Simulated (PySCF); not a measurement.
## Radial density of K²⁺ (potassium, charge +2)

MN15, [Ne] 3s2 3p5, 2P determinant. Computed with PySCF 2.14 in x2c-SVPall (5s3p2d, 24 functions), with the spin-free X2C one-electron Hamiltonian (Gaussian nucleus).

```json
{"r (bohr)": "0.00137", "4πr²ρ (e/bohr)": "0.1198", "4πr²(ρα − ρβ)": "0.0000"}
{"r (bohr)": "0.00231", "4πr²ρ (e/bohr)": "0.3279", "4πr²(ρα − ρβ)": "0.0000"}
{"r (bohr)": "0.00389", "4πr²ρ (e/bohr)": "0.8577", "4πr²(ρα − ρβ)": "0.0000"}
{"r (bohr)": "0.00654", "4πr²ρ (e/bohr)": "2.096", "4πr²(ρα − ρβ)": "0.0000"}
{"r (bohr)": "0.0110", "4πr²ρ (e/bohr)": "4.862", "4πr²(ρα − ρβ)": "0.0000"}
{"r (bohr)": "0.0185", "4πr²ρ (e/bohr)": "10.09", "4πr²(ρα − ρβ)": "0.0004"}
{"r (bohr)": "0.0311", "4πr²ρ (e/bohr)": "17.45", "4πr²(ρα − ρβ)": "0.0025"}
{"r (bohr)": "0.0523", "4πr²ρ (e/bohr)": "22.19", "4πr²(ρα − ρβ)": "0.0137"}
{"r (bohr)": "0.0881", "4πr²ρ (e/bohr)": "18.72", "4πr²(ρα − ρβ)": "0.0549"}
{"r (bohr)": "0.148", "4πr²ρ (e/bohr)": "16.04", "4πr²(ρα − ρβ)": "0.1448"}
{"r (bohr)": "0.249", "4πr²ρ (e/bohr)": "22.53", "4πr²(ρα − ρβ)": "0.1648"}
{"r (bohr)": "0.419", "4πr²ρ (e/bohr)": "15.24", "4πr²(ρα − ρβ)": "0.0065"}
{"r (bohr)": "0.705", "4πr²ρ (e/bohr)": "4.825", "4πr²(ρα − ρβ)": "0.3130"}
{"r (bohr)": "1.19", "4πr²ρ (e/bohr)": "5.946", "4πr²(ρα − ρβ)": "0.8085"}
{"r (bohr)": "1.99", "4πr²ρ (e/bohr)": "2.005", "4πr²(ρα − ρβ)": "0.3154"}
{"r (bohr)": "3.35", "4πr²ρ (e/bohr)": "0.08560", "4πr²(ρα − ρβ)": "0.0155"}
{"r (bohr)": "5.64", "4πr²ρ (e/bohr)": "0.001120", "4πr²(ρα − ρβ)": "0.0003"}
{"r (bohr)": "9.49", "4πr²ρ (e/bohr)": "0.0001205", "4πr²(ρα − ρβ)": "0.0000"}
```

Densities and radii are taken from the X2C orbitals without a picture-change correction, which distorts them close to the nucleus.
